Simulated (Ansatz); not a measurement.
One change: `[I][Al]1[CH2][CH2]1` becomes `[SiH3][AlH][Al]1[CH2][CH2]1`.

Ansatz, PBE0-D4/def2-TZVP geometries, multiplicity 1. Each molecule was computed in one conformer, which needn't be the lowest.

Elements past krypton have def2 core potentials.  Spin–orbit coupling is left out; it splits and shifts lone-pair levels of the heavy atoms by tenths of an eV.

```
                                          property  `[I][Al]1[CH2][CH2]1`
             LUMO energy (ωB97M-V/def2-TZVPP) / eV                   0.39
size of the dipole moment (ωB97M-V/def2-TZVPP) / D                   0.17
                 HOMO energy (PBE/def2-TZVPP) / eV                  -4.98
                LUMO energy (PBE0/def2-TZVPP) / eV                  -1.25
                HOMO energy (PBE0/def2-TZVPP) / eV                  -6.09
              HOMO–LUMO gap (PBE0/def2-TZVPP) / eV                   4.84
```

Problem. What does the change do to each property? (Estimate.)

Solution. Ansatz gave: 
```csv
property,`[SiH3][AlH][Al]1[CH2][CH2]1`,shift
LUMO energy (ωB97M-V/def2-TZVPP) / eV,-0.94,-1.33
size of the dipole moment (ωB97M-V/def2-TZVPP) / D,0.78,0.61
HOMO energy (PBE/def2-TZVPP) / eV,-4.72,0.26
LUMO energy (PBE0/def2-TZVPP) / eV,-2.51,-1.26
HOMO energy (PBE0/def2-TZVPP) / eV,-5.55,0.54
HOMO–LUMO gap (PBE0/def2-TZVPP) / eV,3.04,-1.80
```

With PBE0 the HOMO rises by 0.54 eV and the LUMO falls by 1.26 eV, so the gap narrows by about 1.80 eV. PBE moves the HOMO by 0.26 eV and ωB97M-V by 0.79 eV. The zero-point energy changes by 80.7 kJ/mol with +15 modes. Dipoles are sizes alone; their direction can turn.
